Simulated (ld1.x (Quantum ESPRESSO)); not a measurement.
What the settings do to the TM semilocal potential of thallium (Tl)

Base potential:

```
Element                 : thallium
Generator               : ld1.x (Quantum ESPRESSO) 7.5
Type                    : norm-conserving Troullier–Martins (semilocal form)
Functional              : LDA (PZ)
Relativity              : non-relativistic
Frozen core             : [Xe] 4f14 5d10
Valence charge          : 3
Reference configuration : 6s2 6p0 (charge +1)
Partial waves           : 6s (bound): rc 2.45 bohr; 6d channel at 0.1 Ry: rc 3.30 bohr; 6p (bound, empty): rc 3.00 bohr
Local potential         : the p channel
Core correction         : Bessel-smoothed model core inside 2.15 bohr
```

All-electron outer shells of the reference configuration (LDA (PZ), non-relativistic, ld1.x):

```
shell  level (eV)  outermost node (bohr)  outermost maximum (bohr)
   6s      -14.23                   1.16                      2.29
   6p       -8.53                   1.28                      2.77
```

Cutoffs, loose and tight: the cutoffs (Ry, on a coarse ladder) from which the occupation-weighted sum of valence levels, in a spherical-Bessel basis at the reference potential, stays within 10 and 1 mRy of its value at 400 Ry. They do not see the model core or the augmentation charge, which bear on the density cutoff. Test errors are all-electron minus pseudo excitation energies from the reference, over the configurations 6s2 6p1; 6s1 6p0; 6s2 6p0.5; 6s1 6p1; 6s0 6p3; 6s2 6p1.3; 6s1 6p2 (two spin-polarised tests are not counted in the largest error). A dash means not determined; rows that change the core or the reference have their own tests.

A semilocal file is local in each channel, so a ghost entry of none says nothing of the separable form that plane-wave codes build from it.

```csv
change,outcome,"cutoff, loose","cutoff, tight",bound ghosts,largest test error (meV)
base,generated,15 Ry,21 Ry,none,-101
"all radii but the core radius scaled by about 0.75 (s 1.84, p 2.26, d 2.48 bohr)",generated,25 Ry,70 Ry,none,-100
"all radii but the core radius scaled by about 0.96 (s 2.34, p 2.88, d 3.16 bohr)",generated,15 Ry,21 Ry,none,-100
"all radii but the core radius scaled by about 1.11 (s 2.72, p 3.32, d 3.66 bohr)",generated,12 Ry,18 Ry,none,-103
"all radii but the core radius scaled by about 1.30 (s 3.18, p 3.90, d 4.30 bohr)",generated,6 Ry,15 Ry,none,-117
"all radii but the core radius scaled by about 1.37 (s 3.36, p 4.10, d 4.52 bohr)",generated,6 Ry,15 Ry,none,-125
```

Q: What comes out with this change to the base: all radii but the core radius scaled by about 1.19 (s 2.92, p 3.58, d 3.94 bohr)?

A: outcome: generated; cutoff, loose: 8 Ry; cutoff, tight: 18 Ry; bound ghosts: none; largest test error (meV): -108.

Q: What comes out with this change to the base: all radii but the core radius scaled by about 0.84 (s 2.06, p 2.54, d 2.78 bohr)?

A: outcome: generated; cutoff, loose: 18 Ry; cutoff, tight: 35 Ry; bound ghosts: none; largest test error (meV): -101.

Reading the sweep of the scale of all radii but the core radius (base = 1) (base included, trends over the rows without a ghost): The loose cutoff falls from 25 Ry at 0.75 to 6 Ry at 1.37. A larger radius leaves more room for a smooth pseudo-wave, so fewer plane waves are needed; a smaller one forces it to follow the all-electron wave where it bends sharply. The median size of the test errors (rows with all tests solved) stays near 13.3 meV.
